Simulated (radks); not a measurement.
Tl+, configuration [Kr] 4d10 4f14 5s2 5p4 5d10 6s2 5f2 (not the ground configuration). Method: scalar-relativistic Kohn-Sham, BLYP, spin-polarised, spherical densities, finite nucleus; open shells are filled with parallel spins first (spin-orbit coupling, left out, can overturn this in heavy ions); Fermi nuclear charge, rms radius 5.4759 fm; computed with a radial shooting solver on a logarithmic mesh with Libxc functionals.

Unscreened Slater integrals over Kohn-Sham orbitals (cm^-1). They are taken over the spin-up orbitals. Empty in this configuration: 6p.

integral,value
"F0(5f,5f)",34815
"F2(5f,5f)",16892
"F4(5f,5f)",10722
"F6(5f,5f)",7758.6
"F0(5f,6s)",46052
"G3(5f,6s)",6887.6
"F0(5f,5d)",47527
"F2(5f,5d)",7653.7
"F4(5f,5d)",3155.2
"G1(5f,5d)",4532.3
"G3(5f,5d)",2654.6
"G5(5f,5d)",1839.9
"F0(5f,5p)",47837
"F2(5f,5p)",5310.1
"G2(5f,5p)",1569.0
"G4(5f,5p)",1045.9
"F0(5f,6p)",44648
"F2(5f,6p)",16490
"G2(5f,6p)",12014
"G4(5f,6p)",7931.4
"F0(6s,6s)",93702
"F0(6s,5d)",110310
"G2(6s,5d)",22996
"F0(6s,5p)",114910
"G1(6s,5p)",9278.4
"F0(6s,6p)",82229
"G1(6s,6p)",51129
"F0(5d,5d)",156190
"F2(5d,5d)",82162
"F4(5d,5d)",55091
"F0(5d,5p)",173630
"F2(5d,5p)",88362
"G1(5d,5p)",107880
"G3(5d,5p)",67348
"F0(5d,6p)",91512
"F2(5d,6p)",29975
"G1(5d,6p)",11366
"G3(5d,6p)",9860.9
"F0(5p,5p)",199910
"F2(5p,5p)",108060
"F0(5p,6p)",94160
"F2(5p,6p)",23299
"G0(5p,6p)",4034.8
"G2(5p,6p)",5505.8
"F0(6p,6p)",74747
"F2(6p,6p)",40783

Derived for the open shells (J is the average intra-shell exchange parameter used in DFT+U). 5p: J = F2/5 = 21610 cm^-1. 5f: F4/F2 = 0.635, F6/F2 = 0.459, J = (286 F2 + 195 F4 + 250 F6)/6435 = 1377 cm^-1.
